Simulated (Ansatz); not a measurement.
Input for Ansatz (a first-principles code): R-B3LYP/def2-TZVPP on CH4BI (SMILES CBI), a point of a torsion scan. Elements past Kr take the def2 small-core potentials; no spin–orbit coupling.

Ansatz 0.2 input:
```yaml
crystal:
  periodic: [false, false, false]
  atoms:
    - {symbol: C, position_ang: [-0.75605122, -0.10963572, -0.04583920]}
    - {symbol: B, position_ang: [0.57450819, 0.61023372, 0.34975539]}
    - {symbol: I, position_ang: [1.37881112, 2.16314795, -0.80916655]}
    - {symbol: H, position_ang: [-1.22516481, 0.25414550, -0.95774900]}
    - {symbol: H, position_ang: [-1.48803930, -0.02629058, 0.75973077]}
    - {symbol: H, position_ang: [-0.58808681, -1.18180418, -0.16415477]}
    - {symbol: H, position_ang: [1.15929016, 0.29522038, 1.31329818]}
basis:
  gaussian:
    orbitals: def2-TZVPP
hamiltonian:
  xc: {name: B3LYP}
scf: {lower_state_search: off}
```

Program output:

```
WARN ansatz: RAYON_NUM_THREADS=1 ignored (pool sized by the plan → 1); use --threads N
Functional definition: B3LYP
these checks for a lower state are left out or cut short: stability, starts, cluster_reference, orbital_swaps, neighbouring_geometries, increment
integrals: 0.07 GiB planned
996 factors; their error is unknown
mean field: 0.67 GiB planned
mean field evaluation 1: about -9875.3652 eV, gradient 5.8e1 eV
mean field evaluation 2: about -9867.3485 eV, gradient 7.6e1 eV
mean field evaluation 4: about -9883.4611 eV, gradient 5.8e0 eV
mean field evaluation 8: about -9883.5197 eV, gradient 5.6e-2 eV
mean field evaluation 16: about -9883.7287 eV, gradient 3.7e-5 eV
mean field -9883.72872768 eV, -363.2203313104 hartree, gradient 1.3e-6 eV, S^2 0.000000; 0 other end points of the search recorded, 0 dependent functions left out
reference -9883.72896531 eV, -363.2203400432 hartree; 20, 20 occupied and 148, 148 virtual orbitals, 996 factors
Total energy: -9883.72896531 eV, -363.2203400432 hartree
Checks for a lower state left out: stability, starts, cluster_reference, orbital_swaps, neighbouring_geometries, increment
```

Self-consistency was reached.

Cost: very roughly 2.0 core-seconds.
